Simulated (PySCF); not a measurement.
Ga(Cl)2(NH3) (Cl2GaH3N), SMILES [NH3]->[Ga]([Cl])[Cl] (connectivity only; charge and spin as stated), neutral, multiplicity 2.

Geometry optimised at PBE0-D3(BJ)/def2-SVP. The multiplicity is an assumed one; no other spin state was optimised. The isomer is the one that the SMILES or the coordinates give; other isomers of the formula were not compared.

Computed with TDA-PBE/def2-SVPD (PySCF 2.14.0).

Vertical excitations. Gas-phase values at a fixed geometry.

Task: Estimate the UV-visible absorptions. (An estimate is asked for; the answer gives what the named calculation found.)

Result: 
```tsv
state	energy (eV)	λ (nm)	f	main pairs
root 1	3.18	390	0.000	β HOMO→LUMO 99 %
root 2	3.38	367	0.003	β HOMO−1→LUMO 99 %
root 3	3.47	357	0.003	β HOMO−2→LUMO 98 %
root 4	3.72	333	0.018	α HOMO→LUMO 15 %, β HOMO−3→LUMO 81 %
root 5	3.78	328	0.042	α HOMO→LUMO 82 %, β HOMO−3→LUMO 16 %
root 6	4.69	265	0.084	α HOMO→LUMO+1 95 %
root 7	4.78	259	0.016	α HOMO→LUMO+2 10 %, β HOMO−4→LUMO 86 %
root 8	5.15	241	0.186	α HOMO→LUMO+2 87 %, β HOMO−4→LUMO 7 %
root 9	5.17	240	0.080	α HOMO→LUMO+3 96 %
root 10	5.35	232	0.040	β HOMO−5→LUMO 88 %
```
Unrestricted roots are not spin-pure.
